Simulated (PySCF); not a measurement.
A run for PySCF: D3(BJ) and D4 dispersion corrections on C2H4 (SMILES C=C).

```python
from pyscf import gto
from pyscf.dispersion import dftd3, dftd4

mol = gto.M(
    atom='''
    C    -0.25090016    0.35264647   -0.24717790
    C     0.45170415   -0.72773257    0.05810753
    H    -0.45368096    0.62767417   -1.27524542
    H    -0.65277910    1.00820088    0.51588337
    H     0.65674199   -1.00549288    1.08491109
    H     0.85248910   -1.38091258   -0.70766871
    ''',
    basis='def2-svp',
    charge=0, spin=0, verbose=0, max_memory=1800)
d3, d4 = {}, {}
for xc in ['hf', 'pbe', 'blyp', 'revpbe', 'tpss', 'r2scan', 'b3lyp', 'pbe0', 'bhlyp', 'camb3lyp', 'b2plyp']:
    d3[xc] = float(dftd3.DFTD3Dispersion(mol, xc=xc, version='d3bj', atm=False).get_dispersion()['energy'])
    print(f'D3(BJ) {xc:10s} {d3[xc]:14.8f} Eh')
for xc in ['hf', 'pbe', 'blyp', 'revpbe', 'tpss', 'r2scan', 'b3lyp', 'pbe0', 'bhlyp', 'camb3lyp', 'b2plyp']:
    d4[xc] = float(dftd4.DFTD4Dispersion(mol, xc={'camb3lyp': 'cam-b3lyp'}.get(xc, xc), atm=True).get_dispersion()['energy'])
    print(f'D4     {xc:10s} {d4[xc]:14.8f} Eh')
```

Output:

```
D3(BJ) hf            -0.02420860 Eh
D3(BJ) pbe           -0.00235357 Eh
D3(BJ) blyp          -0.00489595 Eh
D3(BJ) revpbe        -0.00652571 Eh
D3(BJ) tpss          -0.00284794 Eh
D3(BJ) r2scan        -0.00058236 Eh
D3(BJ) b3lyp         -0.00394502 Eh
D3(BJ) pbe0          -0.00190246 Eh
D3(BJ) bhlyp         -0.00294378 Eh
D3(BJ) camb3lyp      -0.00156181 Eh
D3(BJ) b2plyp        -0.00170322 Eh
D4     hf            -0.00850227 Eh
D4     pbe           -0.00190771 Eh
D4     blyp          -0.00449594 Eh
D4     revpbe        -0.00776516 Eh
D4     tpss          -0.00259804 Eh
D4     r2scan        -0.00044581 Eh
D4     b3lyp         -0.00306553 Eh
D4     pbe0          -0.00155007 Eh
D4     bhlyp         -0.00198846 Eh
D4     camb3lyp      -0.00151349 Eh
D4     b2plyp        -0.00131013 Eh
```

The run finished.

Cost: around 0.04 core-seconds (rough).
